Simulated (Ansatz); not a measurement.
Consider the ligand exchange at the Si–N bond: `N[SiH2]O[SiH2][SiH3]` + H–F → `F[SiH2]O[SiH2][SiH3]` + NH₃.

Isolated molecules relaxed with PBE0-D4/def2-TZVP in Ansatz; ΔE leaves out vibrations. CBS: MP2 limit from def2 TZ/QZ plus the TZ coupled-cluster correction, frozen cores. This one scheme is used for every species. Functionals use def2-TZVPP. B3LYP here is the variant with VWN-RPA as its local correlation; programs differ in this. One conformer a species, not always the lowest.

`N[SiH2]O[SiH2][SiH3]`:

Z-matrix (Å, degrees):
```
Si
O 1 1.640
N 1 1.704 2 114.4
H 1 1.482 2 106.9 3 119.6
H 1 1.482 2 107.0 3 -119.5
Si 2 1.637 1 142.8 3 1.6
H 3 1.005 1 123.6 2 85.3
H 3 1.005 1 123.4 2 -86.2
Si 6 2.347 2 112.6 1 -1.4
H 6 1.489 2 109.0 1 -122.6
H 6 1.489 2 109.1 1 119.9
H 9 1.489 6 111.9 2 61.4
H 9 1.491 6 108.5 2 -179.7
H 9 1.489 6 111.9 2 -60.8
```

H–F:

```xyz
2

F    -0.240    0.022   -0.392
H     0.240   -0.022    0.392
```

`F[SiH2]O[SiH2][SiH3]`:

Cartesian coordinates in Å:
```
F -2.918 0.001 0.712
Si -1.788 -1.116 0.593
O -0.842 -0.799 -0.679
Si 0.357 0.150 -1.295
Si 1.711 1.023 0.411
H -2.457 -2.413 0.376
H -0.998 -1.067 1.846
H -0.257 1.255 -2.078
H 1.163 -0.689 -2.219
H 2.368 -0.071 1.175
H 2.761 1.885 -0.197
H 0.900 1.842 1.353
```

NH₃:

Z-matrix (Å, degrees):
```
N
H 1 1.013
H 1 1.013 2 107.1
H 1 1.013 2 107.1 3 -114.5
```

```csv
level,ΔE (kcal/mol),difference from CCSD(T)/CBS
PBE-D4,-18.5,1.4
r2SCAN-D4,-20.6,-0.7
PBE0-D4,-18.5,1.4
ωB97X-V,-20.3,-0.4
ωB97M-V,-19.9,0.0
B2PLYP,-21.7,-1.8
r2SCAN,-21.0,-1.1
PBE0,-19.8,0.1
B3LYP,-22.5,-2.6
HF/def2-TZVPP,-24.4,-4.5
SCS-MP2/def2-TZVPP,-20.9,-1.0
MP2/def2-QZVPP,-19.6,0.3
SCS-MP2/def2-QZVPP,-20.9,-1.0
HF/CBS(def2),-25.0,-5.1
MP2/CBS(def2),-19.4,0.5
CCSD/CBS(def2),-20.6,-0.7
CCSD(T)/CBS,-19.9,0
```

Largest T1 diagnostic among the species: 0.012.

The D4 term adds +2.4 kcal/mol with B3LYP and +1.3 kcal/mol with PBE0; it sums over pairs of atoms, weighted by their polarisabilities, and B3LYP, whose exchange is more repulsive, gets the larger term. In def2-TZVPP, CCSD(T) changes the Hartree–Fock value by +4.3 kcal/mol (the triples alone add +0.6 kcal/mol) and MP2 by +4.9 kcal/mol.
